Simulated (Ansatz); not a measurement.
**Ligand exchange: Si(CH3)3F + Sn(CH3)(NH2) → Si(CH3)3(NH2) + Sn(CH3)F**

Species: Si(CH3)3F (trimethylsilyl fluoride), singlet; Sn(CH3)(NH2), singlet; Si(CH3)3(NH2), singlet; Sn(CH3)F, singlet. The partners trade F for NH2: Si–F and Sn–NH2 bonds give way to Si–NH2 and Sn–F.

Shapes, held fixed at every level: PBE0-D4/def2-TZVP. Flexible molecules stand in one conformer, not always the lowest. Programs: Ansatz 0.2.0. The zero-point and thermal change to 298 K, harmonic and unscaled (PBE0-D4/def2-TZVP), is -1.0 kJ/mol.

```json
{"level": "HF/def2-TZVPP", "kind": "Hartree–Fock", "ΔH(298 K) (kJ/mol)": "+42.7", "less CCSD(T)/def2-TZVPP": "-4.8", "CPU time (sum over the molecules)": "–"}
{"level": "SPW92/def2-TZVPP", "kind": "LDA", "ΔH(298 K) (kJ/mol)": "+45.0", "less CCSD(T)/def2-TZVPP": "-2.5", "CPU time (sum over the molecules)": "18 s"}
{"level": "r2SCAN-D4/def2-TZVPP", "kind": "meta-GGA", "ΔH(298 K) (kJ/mol)": "+41.5", "less CCSD(T)/def2-TZVPP": "-6.0", "CPU time (sum over the molecules)": "56 s"}
{"level": "B3LYP-D4/def2-TZVPP", "kind": "global hybrid", "ΔH(298 K) (kJ/mol)": "+38.4", "less CCSD(T)/def2-TZVPP": "-9.1", "CPU time (sum over the molecules)": "60 s"}
{"level": "wB97M-V/def2-TZVPP", "kind": "range-separated hybrid", "ΔH(298 K) (kJ/mol)": "+38.8", "less CCSD(T)/def2-TZVPP": "-8.7", "CPU time (sum over the molecules)": "2.3 min"}
{"level": "B2PLYP/def2-TZVPP", "kind": "double hybrid", "ΔH(298 K) (kJ/mol)": "+43.3", "less CCSD(T)/def2-TZVPP": "-4.2", "CPU time (sum over the molecules)": "70 s"}
{"level": "MP2/def2-SVP", "kind": "perturbation theory", "ΔH(298 K) (kJ/mol)": "+45.2", "less CCSD(T)/def2-TZVPP": "-2.3", "CPU time (sum over the molecules)": "–"}
{"level": "CCSD(T)/def2-TZVPP", "kind": "coupled cluster or CI", "ΔH(298 K) (kJ/mol)": "+47.5", "less CCSD(T)/def2-TZVPP": "0.0", "CPU time (sum over the molecules)": "47 min"}
```

The highest level, CCSD(T)/def2-TZVPP, gives ΔH(298 K) = +47.5 kJ/mol; the levels span +38.4 to +47.5. The column of differences is taken from that level and isn't an error. No measured value is set beside it here. For atoms past krypton def2 sets carry core potentials with scalar relativity. Outer-core shells of Sn are correlated in most correlated rows, in sets that cover them unevenly. Times are processor times on shared x86 and Arm servers, and rough.
